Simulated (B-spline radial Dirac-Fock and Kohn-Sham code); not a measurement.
## Satellites and hypersatellites of the K lines of Fe²⁺

System: Fe²⁺ in the configuration [Ar] 3d5 4s1 (an excited configuration).

Model: Dirac-Fock (average of configuration) total-energy differences with a finite nucleus, the Breit interaction including its frequency dependence, and self-energy and vacuum-polarisation corrections. Program: an atomic code on a B-spline grid. Each two-hole energy is an average over J within one jj subconfiguration, not an observable level; in light atoms, where LS coupling holds, the j-resolved values are not observed lines, and for a K spectator the Kα1 hypersatellite is nearly forbidden. Electron correlation is not included.

Lines without a spectator: Kα2 (K-L2) 6388.9 eV, Kα1 (K-L3) 6401.1 eV, Kβ3 (K-M2) 7055.6 eV, Kβ1 (K-M3) 7057.2 eV. Shifts in eV with one spectator hole (a dash: not computed, or left out as unreliable):

```csv
spectator hole,Kα2,Kα1,Kβ3,Kβ1
K (1s),+272.6,+274.6,+340.5,+340.9
L2 (2p1/2),+24.91,+30.5,–,+70.3
L3 (2p3/2),+28.48,+27.26,+68.1,–
M2 (3p1/2),–,+2.17,+5.56,+7.14
M3 (3p3/2),+1.98,–,+6.79,+6.37
```

With n spectator holes in 2p, averaged over the 2p shell (energies in eV):

| n | KαLⁿ | step | hypersatellite KαʰLⁿ |
| --- | --- | --- | --- |
| 0 | 6397.0 | – | 6671.0 |
| 1 | 6425.3 | +28.3 | 6700.5 |
| 2 | 6454.8 | +29.4 | 6731.2 |
| 3 | 6485.3 | +30.6 | 6763.0 |
| 4 | 6517.1 | +31.7 | 6796.0 |
| 5 | 6550.0 | +32.9 | 6830.2 |
